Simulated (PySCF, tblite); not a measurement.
C7H14OP (charge +1).
Geometry (GFN2-xTB, Å), atoms numbered from 1 in this order:
```
atom  x, y, z in Å
C1     3.256   -1.129    0.315
O2     2.105   -0.319    0.507
C3     2.116    0.892   -0.201
P4     0.543    1.545    0.451
C5    -0.841    0.513    0.059
C6    -1.595   -0.140    0.951
C7    -2.670   -0.915    0.281
C8    -2.662   -0.393   -1.168
C9    -1.282    0.259   -1.363
H10    4.154   -0.614    0.665
H11    3.096   -2.027    0.906
H12    3.374   -1.395   -0.739
H13    2.099    0.752   -1.294
H14    2.970    1.537    0.061
H15    0.706    1.612    1.810
H16    0.351    2.835   -0.002
H17   -1.459   -0.140    2.020
H18   -2.428   -1.980    0.330
H19   -3.635   -0.782    0.770
H20   -3.443    0.358   -1.288
H21   -2.844   -1.186   -1.889
H22   -0.585   -0.426   -1.853
H23   -1.331    1.171   -1.959
```

Computed geometry: GFN2-xTB, gas phase.

Take the most abundant isotopes and a rigid rotor. The values belong to one conformer with, in the numbering `[CH3:1][O:2][CH2:3][PH2+:4][C:5]1=[CH:6][CH2:7][CH2:8][CH2:9]1`, C1–O2–C3–P4 -177°, O2–C3–P4–C5 -61°, C3–P4–C5–C6 116°, C5–C6–C7–C8 -12°, C6–C7–C8–C9 20°, C7–C8–C9–C5 -20°, P4–C5–C9–C8 -167°.

(1) Give the principal moments of inertia and the rotational constants in cm⁻¹.

(2) What kind of rotor is it?

(3) What does the inertial defect say?

## Answers

(1) Ia = 212.00, Ib = 674.67, Ic = 733.63 u·Å²; 505379 MHz·u·Å²/I gives 2384, 749.1 and 688.9 MHz, that is A = 0.07952, B = 0.02499, C = 0.02298 cm⁻¹.

(2) A near-prolate asymmetric top. Ray's parameter κ = (2B − A − C)/(A − C) = -0.929; −1 is the prolate and +1 the oblate limit.

(3) Not planar: Δ = Ic − Ia − Ib = -153.04 u·Å². For a rigid frame Δ = −2 Σ m c², so Σ m c² = 76.52 u·Å² lies off the ab plane: 23.42 from hydrogen and 53.10 from heavier atoms. The atom farthest from that plane is 2.18 Å away.

Its GFN2-xTB frequencies are all real (lowest 28 cm⁻¹). Zero-point vibration and centrifugal distortion are left out.
